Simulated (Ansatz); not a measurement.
The cluster Cs3H3⁻, relaxed as a doublet with UKS r2SCAN-D4/def2-TZVPD in Ansatz, starting from the GFN1-xTB geometry. Force threshold 0.02 eV/Å.

In the def2 sets Cs takes a core potential; there is no spin–orbit coupling. The charge -1 doublet is spin-contaminated (final ⟨S²⟩ up to 1.50, 0.75 for a pure state). The highest occupied level of the charge -1 doublet lies above zero (up to 0.21 eV). Its loss leaves the charge 0 singlet, which lies 0.91 eV higher (vertical, at r2SCAN-D4/def2-TZVPD), but this difference is unsure: the singlet is doubtful (geometry relaxed on an unsound state). In the doublet, H4 and H5 lie 0.76 Å apart (atoms count from 1), so H2 has formed as a molecule. The relaxation made no stability test and no search for a lower SCF solution. The structure comes from a short search, and lower isomers may exist.

Start:

Cartesian coordinates in Å:
```
Cs 2.0097 -1.6013 -2.3109
Cs -0.2662 -1.7204 1.1637
Cs 0.9720 1.7156 -0.4564
H -1.2762 1.1585 1.3193
H -0.6682 1.0610 1.7943
H -0.7712 -0.6135 -1.5100
```

| step | energy (eV) | largest force component (eV/Å) | SCF passes |
| --- | --- | --- | --- |
| 1 | -1693.3811 | 0.859 | 30 |
| 2 | -1693.6909 | 0.314 | 36 |
| 3 | -1693.8548 | 0.239 | 34 |
| 4 | -1693.9415 | 0.163 | 34 |
| 5 | -1693.9933 | 0.104 | 36 |
| 6 | -1694.0290 | 0.098 | 30 |
| 7 | -1694.0522 | 0.127 | 28 |
| 8 | -1694.0805 | 0.065 | 28 |
| 9 | -1694.0926 | 0.065 | 24 |
| 10 (rejected) | -1694.0878 | 0.819 | 28 |
| 11 | -1694.1015 | 0.026 | 28 |
| 12 | -1694.1055 | 0.176 | 24 |
| 13 (rejected) | -1694.1050 | 0.432 | 30 |
| 14 | -1694.1082 | 0.016 | 25 |
| 15 | -1694.1104 | 0.014 | 23 |
| 16 | -1694.1137 | 0.016 | 23 |
| 17 | -1694.1169 | 0.085 | 27 |
| 18 | -1694.1177 | 0.092 | 28 |
| 19 | -1694.1181 | 0.030 | 29 |
| 20 | -1694.1184 | 0.002 | 30 |

Force components are those of the run's own axes.

End:

```xyz
6

Cs    0.813   -1.618   -2.911
Cs    0.048   -2.098    1.835
Cs    1.556    2.305   -0.191
H    -1.189    0.681    0.594
H    -1.665    1.056    1.053
H     0.436   -0.324   -0.379
```

Bonds lost: Cs2–H5, Cs3–H5 (atoms count from 1).

The force fell under the threshold at step 14, but the optimiser went on and released 0.010 eV more. No frequencies were taken in this run, so the end may be a saddle point.

Run time 1.8 min (4 threads of Arm Neoverse V2 on a shared host).
